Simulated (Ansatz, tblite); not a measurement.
Removing and adding an electron: Si₃₁H₃₆, a nanocrystal cut from cubic silicon. Total charge 0; singlet. Geometry: PBE-D4/def2-SVP. Ansatz, gas phase; energy differences of separate SCF runs; the oxidised species was run as a doublet alone; the reduced species was run as a doublet alone.

```xyz
67

Si   -4.381    1.672   -0.596
Si   -3.298    0.403    3.328
Si   -1.661    3.175   -2.693
Si    1.949    3.524   -1.466
Si    0.338    0.702    4.323
Si    2.930    2.258    2.026
Si   -0.713    1.911    0.817
Si   -2.183   -1.500    0.068
Si    0.513    0.039   -2.279
Si    1.469   -1.226    1.196
Si   -3.064   -0.374   -3.494
Si   -1.212   -2.696    3.616
Si    0.088   -4.755    0.098
Si    4.161    0.386   -1.073
Si    2.773   -3.054   -1.950
Si   -2.398    2.937   -0.468
Si   -1.373    1.730    3.068
Si   -3.848   -0.519   -1.275
Si   -2.887   -1.679    2.307
Si    1.216    3.258    0.754
Si    0.267    4.524   -2.775
Si   -1.182    1.041   -3.564
Si    2.440    1.390   -2.327
Si    2.271    2.041    4.273
Si    0.771   -1.438    3.432
Si    3.395    0.127    1.137
Si   -0.226   -0.210   -0.064
Si   -1.864   -3.700   -0.711
Si    1.134   -2.001   -3.271
Si    1.957   -3.323    0.243
Si    4.711   -1.720   -1.963
H    -5.259    2.300   -1.653
H    -5.147    1.674    0.702
H    -3.523    0.168    4.802
H    -4.526    1.072    2.769
H    -2.773    3.806   -3.501
H     3.202    4.369   -1.478
H    -0.151    0.537    5.745
H     4.177    3.107    1.917
H    -4.161    0.175   -4.375
H    -2.683   -1.739   -4.012
H    -1.654   -2.690    5.060
H    -0.990   -4.128    3.203
H    -0.204   -5.369    1.442
H     0.445   -5.876   -0.849
H     5.368    1.297   -1.067
H     3.081   -4.423   -2.515
H    -2.682    4.304    0.112
H    -1.611    3.123    3.604
H    -5.086   -1.387   -1.230
H    -4.138   -2.528    2.338
H     0.869    4.606    1.345
H    -0.055    5.900   -2.244
H     0.742    4.666   -4.200
H    -0.686    1.177   -4.986
H     2.871    1.513   -3.772
H     1.971    3.394    4.870
H     3.375    1.400    5.076
H     1.880   -2.091    4.225
H     4.466   -0.541    1.971
H    -1.837   -3.699   -2.217
H    -3.061   -4.513   -0.279
H    -0.058   -2.902   -3.468
H     1.707   -1.684   -4.631
H     3.023   -3.995    1.078
H     5.229   -1.577   -3.373
H     5.787   -2.367   -1.125
```

The xTB rows come from tblite. Single mean-field runs in def2-SVP are fitted with def2-universal-jkfit. HOMO above LUMO, or a gap near zero within one spin, warns that the state may not be the lowest or that an electron is smeared out.

```json
{"level": "GFN1-xTB", "−HOMO (eV)": "11.31", "vertical IE (eV)": "12.37", "−LUMO (eV)": "8.80", "vertical EA (eV)": "7.58", "HOMO–LUMO gap (eV)": "2.51", "IE − EA (eV)": "4.79", "remarks": "–"}
{"level": "GFN2-xTB", "−HOMO (eV)": "8.72", "vertical IE (eV)": "9.89", "−LUMO (eV)": "6.00", "vertical EA (eV)": "4.78", "HOMO–LUMO gap (eV)": "2.71", "IE − EA (eV)": "5.11", "remarks": "–"}
{"level": "PBE-D4/def2-SVP", "−HOMO (eV)": "6.13", "vertical IE (eV)": "7.51", "−LUMO (eV)": "2.35", "vertical EA (eV)": "1.18", "HOMO–LUMO gap (eV)": "3.78", "IE − EA (eV)": "6.33", "remarks": "HOMO above zero (-1 doublet), gap within one spin near zero (+1 doublet), gap within one spin near zero (-1 doublet)"}
{"level": "revPBE-D4/def2-SVP", "−HOMO (eV)": "6.11", "vertical IE (eV)": "7.60", "−LUMO (eV)": "2.30", "vertical EA (eV)": "1.25", "HOMO–LUMO gap (eV)": "3.81", "IE − EA (eV)": "6.35", "remarks": "HOMO above zero (-1 doublet), gap within one spin near zero (+1 doublet), gap within one spin near zero (-1 doublet)"}
{"level": "PBE0-D4/def2-SVP", "−HOMO (eV)": "7.08", "vertical IE (eV)": "8.04", "−LUMO (eV)": "1.73", "vertical EA (eV)": "0.96", "HOMO–LUMO gap (eV)": "5.35", "IE − EA (eV)": "7.08", "remarks": "–"}
```

   A HOMO above zero means that the electron is unbound at that level or that self-interaction error raises the level; the energy of removing that electron tells which. Raw xTB energy differences between charge states are shifted by several eV; the methods need an empirical correction for them. Sets without diffuse functions give affinities that are too small.
